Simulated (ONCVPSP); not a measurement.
**chromium (Cr): ONCV pseudisation with PBEsol, fully relativistic reference atom.**

```
Element                 : chromium
Generator               : ONCVPSP 4.0.1
Type                    : optimised norm-conserving Vanderbilt (ONCV)
Functional              : PBEsol
Relativity              : fully relativistic
Frozen core             : [Ne]
Valence charge          : 14
Reference configuration : 3s2 3p6 3d5 4s1
Partial waves           : 3s+4s: rc 1.70 bohr, ncon 3, nbas 8, qcut 5.8 1/bohr, 2 projectors; 3p: rc 1.25 bohr, ncon 4, nbas 8, qcut 12.2 1/bohr, 2 projectors, debl 2.4 Ha; 3d: rc 1.15 bohr, ncon 5, nbas 10, qcut 12 1/bohr, 1 projector
Local potential         : polynomial inside 1.10 bohr (lpopt 5, dvloc0 4 Ha)
Core correction         : none
```

Open shells are filled in proportion to 2j + 1.

* Cutoffs needed: 62 Ha and 73 Ha (the cutoffs (Ha) at which the residual kinetic energy of the hardest occupied pseudo-wave falls to 1 and 0.1 mHa per electron)
* Ghost test: no bound ghost flagged; no localised positive-energy state flagged
* Configuration tests: 1 of 4 tests not solved or not reliable
